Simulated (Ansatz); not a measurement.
`N[SiH2][CH2][GeH2][NH2]` and `NCC[SiH2]N` differ in one atom or group.

Ansatz, PBE0-D4/def2-TZVP geometries, multiplicity 1. Each molecule was computed in one conformer, which needn't be the lowest.

Scalar relativity is left out up to krypton.

```csv
property,`N[SiH2][CH2][GeH2][NH2]`
HOMO energy (PBE/def2-TZVPP) / eV,-5.64
size of the dipole moment (ωB97M-V/def2-TZVPP) / D,1.17
LUMO energy (PBE/def2-TZVPP) / eV,-0.36
LUMO energy (PBE0/def2-TZVPP) / eV,0.47
HOMO energy (PBE0/def2-TZVPP) / eV,-7.06
HOMO energy (B3LYP/def2-TZVPP) / eV,-6.82
```

(1) What does the change do to each property? (Estimate.)

## Answers

(1) Ansatz gave: 
| property | `NCC[SiH2]N` | shift |
| --- | --- | --- |
| HOMO energy (PBE/def2-TZVPP) / eV | -5.29 | 0.35 |
| size of the dipole moment (ωB97M-V/def2-TZVPP) / D | 2.52 | 1.35 |
| LUMO energy (PBE/def2-TZVPP) / eV | -0.23 | 0.13 |
| LUMO energy (PBE0/def2-TZVPP) / eV | 0.59 | 0.12 |
| HOMO energy (PBE0/def2-TZVPP) / eV | -6.78 | 0.28 |
| HOMO energy (B3LYP/def2-TZVPP) / eV | -6.55 | 0.27 |

With PBE0 the HOMO rises by 0.28 eV and the LUMO rises by 0.12 eV, so the gap narrows by about 0.16 eV. PBE moves the HOMO by 0.35 eV and ωB97M-V by 0.24 eV. Dipoles are sizes alone; their direction can turn.

B3LYP here is the variant with VWN-RPA as its local correlation; programs differ in this.
